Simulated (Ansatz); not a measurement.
Consider the substitution at a C–C bond: `CCC(C)(C)C(C)(C)C` + `OBO` → `COBO` + `CC(C)(C)C(C)(C)C`.

Computed with Ansatz on PBE0-D4/def2-TZVP structures; ΔE is electronic, products minus reactants. CCSD(T)/CBS is the MP2 limit (def2-TZVPP, def2-QZVPP) plus CCSD(T) − MP2 in def2-TZVPP, frozen cores. This one scheme is used for every species. Functionals use def2-TZVPP. B3LYP here is the variant with VWN-RPA as its local correlation; programs differ in this. One conformer a species, not always the lowest.

CCSD(T)/CBS gives +47.4 kJ/mol.

Question: Another level gave +44.1 kJ/mol. Which?
A. B2PLYP/def2-TZVPP
B. CCSD/def2-TZVPP
C. B3LYP/def2-TZVPP
D. HF/def2-TZVPP

Answer: B. CCSD/def2-TZVPP 44.1, B2PLYP 37.6, B3LYP 30.4, HF/def2-TZVPP 26.1 kJ/mol.

Largest T1 diagnostic among the species: 0.013.

The D4 term adds +7.4 kJ/mol with B3LYP and +4.5 kJ/mol with PBE0; it sums over pairs of atoms, weighted by their polarisabilities, and B3LYP, whose exchange is more repulsive, gets the larger term. In def2-TZVPP, CCSD(T) changes the Hartree–Fock value by +20.0 kJ/mol (the triples alone add +2.0 kJ/mol) and MP2 by +25.8 kJ/mol.

CCSD(T)/CBS has its own doubt, a few kJ/mol and more with outer-core shells, so smaller differences from it don't rank the levels.
